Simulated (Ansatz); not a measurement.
Computed with Ansatz on PBE0-D4/def2-TZVP structures; ΔE is electronic, products minus reactants. CCSD(T)/CBS is the MP2 limit (def2-TZVPP, def2-QZVPP) plus CCSD(T) − MP2 in def2-TZVPP, frozen cores. This one scheme is used for every species. Functionals use def2-TZVPP. HSE06 is defined as in plane-wave codes. Each species was taken in one conformer, which may not be the lowest.

Consider the formal exchange of groups at the Si–Si bond: `N[Si](F)(F)[SiH3]` + `Cl[SiH]1C=C1` → `[SiH3][Si]1(Cl)C=C1` + `N[SiH](F)F`.

| level | ΔE (kJ/mol) |
| --- | --- |
| LDA (SPW92) | -16.3 |
| HSE06 | -18.2 |

What does CCSD(T)/CBS give? (An estimate is asked.)

Ansatz gave: -20.6 kJ/mol. The listed levels differ from it by 4.3, 2.4 kJ/mol.

Largest T1 diagnostic among the species: 0.012.

Leaving LDA and LC-ωPBE aside and taking each functional with its dispersion term where it has one, the values, not all of them listed here, spread over 5.0 kJ/mol, from PBE-QIDH to ωB97X-V. In def2-TZVPP, CCSD(T) changes the Hartree–Fock value by −3.1 kJ/mol (the triples alone add −1.2 kJ/mol) and MP2 by −7.0 kJ/mol.
